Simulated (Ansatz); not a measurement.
Isolated molecules relaxed with PBE0-D4/def2-TZVP in Ansatz; ΔE leaves out vibrations. CCSD(T)/CBS adds triple-zeta CCSD(T) − MP2 to the extrapolated MP2 energy (def2 sets, frozen cores). This one scheme is used for every species. DFT in def2-TZVPP. B3LYP here is the variant with VWN-RPA as its local correlation; programs differ in this. For Ga outer-core shells are correlated without core-valence functions, which leaves a few kJ/mol of doubt a bond. Scalar relativity is left out up to krypton. Each species was taken in one conformer, which may not be the lowest.

Consider the ligand exchange at the Si–C bond: `B[CH]([GaH2])[SiH2]F` + `N=CF` → `F/C=N/[SiH2]F` + `B[CH2][GaH2]`.

| level | ΔE (kJ/mol) |
| --- | --- |
| B3LYP-D4 | -45.5 |
| ωB97M-V | -39.4 |

What does CCSD(T)/CBS give? (An estimate is asked.)

The calculation gave: -35.0 kJ/mol. The listed levels differ from it by -10.5, -4.4 kJ/mol.

Largest T1 diagnostic among the species: 0.013.

The D4 term adds +7.5 kJ/mol with B3LYP and +4.1 kJ/mol with PBE0; it sums over pairs of atoms, weighted by their polarisabilities, and B3LYP, whose exchange is more repulsive, gets the larger term. In def2-TZVPP, CCSD(T) changes the Hartree–Fock value by +21.5 kJ/mol (the triples alone add +2.3 kJ/mol) and MP2 by +18.9 kJ/mol.
